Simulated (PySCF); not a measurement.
**Electron correlation in S³⁺ (sulfur, charge +3)**

Starting occupation: [Ne] 3s1 3p1 4s1, 3s1/2 with m_j = +1/2, 3p3/2 with m_j = +3/2, 4s1/2 with m_j = +1/2. All numbers are calculated (PySCF 2.14, X2C-1e with screened-nucleus spin-orbit coupling, Gaussian nucleus, in x2c-SVPall-2c with one added diffuse shell each of s, p type (5s5p1d, 25 functions)). Frozen: [Ne]; 3 electrons correlated.

MP2 pair energies summed by pair of shells (mhartree):

| pair | energy | share (%) |
| --- | --- | --- |
| 3p-4s | -3.79 | 35.7 |
| 3p-3s | -3.74 | 35.3 |
| 3s-4s | -3.08 | 29.0 |

Total MP2 correlation energy: -10.61 mhartree.

The GHF reference relaxed away from the jj start to a determinant that is no pure jj level (⟨S²⟩ = 3.75, ⟨J²⟩ = 8.95); the energies belong to that determinant.
